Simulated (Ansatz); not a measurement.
Cost and result up the ladder for BEt2(CN) (C₅H₁₀BN) (17 atoms). The state is a singlet with charge 0. Geometry: PBE-D4/def2-SVP.

```xyz
17

B    -0.0186    0.0884   -0.0622
C    -0.9267   -1.1808   -0.2354
C    -2.3005   -1.0317   -0.8984
H    -0.9845   -1.7384    0.7260
H    -0.2668   -1.8326   -0.8692
H    -2.7887   -2.0123   -1.0693
H    -2.9854   -0.4272   -0.2691
H    -2.2251   -0.5166   -1.8775
C     1.0989    0.1885    1.0363
C     2.2909    1.1238    0.8040
H     1.4216   -0.8300    1.3462
H     0.5009    0.5489    1.9163
H     2.9382    1.2036    1.7004
H     2.9263    0.7621   -0.0302
H     1.9583    2.1467    0.5350
C    -0.2360    1.2971   -1.0160
N    -0.4028    2.2104   -1.7371
```

Ansatz on 4 threads of Intel Xeon on a shared host. Times are rough, and most runs start from the orbitals of an earlier one. CAM-B3LYP-D4/def2-TZVP serves as the yardstick here, not as an exact answer. Differences are given only for rows in sets of like size (and for xTB, whose basis is part of the method), since another set adds its own error. Binding counts from free atoms at the same level (B doublet, C triplet, H doublet, N quartet; other spins of the atoms weren't run), without zero-point energy or a counterpoise term.

LC-ωPBE has ω = 0.4 bohr⁻¹. Correlated methods freeze 7 core orbitals. The rows differ in basis, and correlated rows in double-zeta sets carry the largest basis error.

Correlated methods converge slowly with the basis, most of all in double-zeta sets.

| level | functions | wall time | binding energy per atom (eV) | difference from CAM-B3LYP-D4/def2-TZVP (eV) |
| --- | --- | --- | --- | --- |
| HF/STO-3G | 45 | 0.35 s | 3.93 | – |
| PBE-D4/def2-SVP | 148 | 1.7 s | 4.47 | – |
| PBE0-D4/def2-SVP | 148 | 2.1 s | 4.40 | – |
| LDA (SPW92)/def2-TZVP | 277 | 2.7 s | 4.91 | 0.57 |
| PBE-D4/def2-TZVP | 277 | 3.5 s | 4.43 | 0.09 |
| PBE-D4/def2-TZVPD | 349 | 5 s | 4.43 | 0.09 |
| PBE0-D4/def2-TZVP | 277 | 5.5 s | 4.35 | 0.01 |
| r2SCAN-D4/def2-TZVP | 277 | 5.5 s | 4.33 | -0.01 |
| CAM-B3LYP-D4/def2-TZVP | 277 | 6 s | 4.34 | 0.00 |
| LC-ωPBE/def2-TZVP (with forces) | 277 | 6.5 s | 4.32 | -0.02 |
| MP2/def2-TZVP | 277 | 7.5 s | 4.24 | -0.10 |
| PBE0-D4/def2-TZVPD | 349 | 8 s | 4.35 | 0.01 |
| LC-ωPBE/def2-TZVPD | 349 | 8.5 s | 4.32 | -0.02 |
| CCSD(T)/def2-SVP | 148 | 35 s | 4.16 | – |
